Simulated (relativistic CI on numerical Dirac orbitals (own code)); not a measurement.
Method of calculation: Dirac-Coulomb-Breit CI, orbitals from a KLI potential per configuration, QED by a radiative potential, unscaled Slater integrals (own radial code, finite nucleus).

The strongest absorption lines from the ground level of an ion, among the configurations computed and to levels below about 83.8 eV (vacuum wavelength in nm, gf): 15.327 (0.83), 15.337 (0.16), 15.532 (0.44), 15.596 (0.25), 15.671 (0.2), 15.677 (0.41), 15.722 (0.79), 16.917 (0.66).

Task: Which ion is it?
A. As⁹⁺
B. Ga⁵⁺
C. Ga⁷⁺
D. Ga⁹⁺

Result: C. Ga⁷⁺ has 24 electrons and the ground level 3s2.3p6.3d6 5D_4; the strongest line goes to 3s2.3p6.3d5.4p 5D°_4. The pattern of lines fixes the number of electrons, and along that sequence the line energies rise steadily with the charge (about as its square where n changes within one kind of shell, about linearly where n is kept but much faster in heavy ions where fine structure, which grows about as Z⁴, sets the gap, and irregularly where shells cross), which fixes Z. Configurations outside the model, such as inner-shell arrays, can give stronger lines. At this charge configurations can still be misplaced by up to about 7 % of their energy. Terms inside the open d or f shell come out 10 to 20 % too wide with unscaled integrals.
